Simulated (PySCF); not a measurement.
Geometries of 2 isomers of C3H6BF, from PySCF, PBE0-D3(BJ)/def2-SVP geometry optimisation, gas phase. One conformer each, no zero-point energy, no frequencies.

**Question.** Which is lower in electronic energy at this level?
A.
```xyz
11
angstrom
F      2.613   -0.392    1.089
B      1.641   -0.391    0.186
C      0.217    0.045    0.558
C     -0.934   -0.656   -0.154
C     -0.606    0.737   -0.521
H      1.931   -0.750   -0.938
H      0.021    0.361    1.588
H     -1.830   -0.845    0.442
H     -0.685   -1.455   -0.859
H     -0.124    0.923   -1.485
H     -1.270    1.539   -0.188
```
B.
```xyz
11
angstrom
C     -2.085    0.152   -0.151
C     -0.872   -0.279    0.225
B      0.439    0.335   -0.356
C      1.876   -0.112    0.076
F      0.307    1.297   -1.277
H     -2.191    0.955   -0.889
H     -3.014   -0.267    0.252
H     -0.813   -1.084    0.969
H      2.012   -1.185   -0.145
H      2.679    0.454   -0.416
H      1.989   -0.019    1.169
```

**Answer.** B. That is `C=CB(C)F`, 11.4 kcal/mol below the other.

```tsv
SMILES	atoms numbered as above	E (Eh)	relative (kcal/mol)	relative (kJ/mol)	dipole (D)
C=CB(C)F	[CH2:1]=[CH:2][B:3]([CH3:4])[F:5]	-242.21922	0.0	0.0	1.28
FBC1CC1	[F:1][BH:2][CH:3]1[CH2:4][CH2:5]1	-242.20103	11.4	47.8	1.70
```

As drawn, the lower has a C=C bond outside aromatic rings, which the higher lacks; the higher has a three-membered ring, which the lower lacks.
